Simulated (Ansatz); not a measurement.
Input file for Ansatz (a program for electronic structure): R-CCSD(T)/def2-TZVPP on ClGeH2N (SMILES [NH2][Ge][Cl]), a point of a torsion scan. The run froze 20 orbitals, filled d shells among them.

Ansatz 0.2 input:
```yaml
crystal:
  periodic: [false, false, false]
  atoms:
    - {symbol: N, position_ang: [-0.70737120, -0.00335803, -0.14245674]}
    - {symbol: Ge, position_ang: [0.96962529, -0.65471624, 0.34852877]}
    - {symbol: Cl, position_ang: [0.46746549, -1.65922174, 2.23498303]}
    - {symbol: H, position_ang: [-0.98622844, 0.92016031, 0.16395917]}
    - {symbol: H, position_ang: [-1.48799468, -0.61209538, 0.08684167]}
basis:
  gaussian:
    orbitals: def2-TZVPP
magnetization: {spin_polarized: false}
correlation: {method: ccsd_t, electrons: outside_noble_gas}
scf: {lower_state_search: off}
```

Program output:

```
WARN ansatz: RAYON_NUM_THREADS=1 ignored (pool sized by the plan → 1); use --threads N
Functional definition: HF
these checks for a lower state are left out or cut short: stability, starts, cluster_reference, orbital_swaps, neighbouring_geometries, increment
integrals: 0.34 GiB planned
921 factors; integrals over basis functions are off by at most 8.3e-4 eV
mean field: 0.46 GiB planned
mean field evaluation 1: about -70489.7562 eV, gradient 3.7e1 eV
mean field evaluation 2: about -70489.8527 eV, gradient 3.7e1 eV
mean field evaluation 4: about -70492.8325 eV, gradient 2.9e0 eV
mean field evaluation 8: about -70492.8794 eV, gradient 2.8e-1 eV
mean field -70492.88013465 eV, -2590.5655631583 hartree, gradient 9.7e-6 eV, S^2 0.000000; 0 other end points of the search recorded, 0 dependent functions left out
20 core orbitals not correlated
reference -70492.88013465 eV, -2590.5655631583 hartree; 9, 9 occupied and 120, 120 virtual orbitals, 921 factors
second order -13.56476965 eV of doubles, -0.00000000 eV of singles
coupled cluster: 0.82 GiB planned
cycle   1  -13.99764973 eV  change   -4.3e-1 eV  update   8.4e-2
cycle   2  -14.33388542 eV  change   -3.4e-1 eV  update   2.7e-2
cycle   3  -14.41092191 eV  change   -7.7e-2 eV  update   1.6e-2
cycle   4  -14.39948453 eV  change    1.1e-2 eV  update   4.7e-3
cycle   5  -14.39834724 eV  change    1.1e-3 eV  update   2.6e-3
cycle   6  -14.39889448 eV  change   -5.5e-4 eV  update   1.1e-3
cycle   7  -14.39866203 eV  change    2.3e-4 eV  update   5.3e-4
cycle   8  -14.39876897 eV  change   -1.1e-4 eV  update   2.0e-4
cycle   9  -14.39881268 eV  change   -4.4e-5 eV  update   8.6e-5
cycle  10  -14.39877116 eV  change    4.2e-5 eV  update   2.9e-5
cycle  11  -14.39879580 eV  change   -2.5e-5 eV  update   1.4e-5
cycle  12  -14.39879856 eV  change   -2.8e-6 eV  update   4.4e-6
perturbative correction -0.61853356 eV, -0.0227306890 hartree
Total energy: -70507.89746678 eV, -2591.1174399346 hartree
Checks for a lower state left out: stability, starts, cluster_reference, orbital_swaps, neighbouring_geometries, increment
```

Self-consistency was reached.

Cost: very roughly 13 core-seconds.
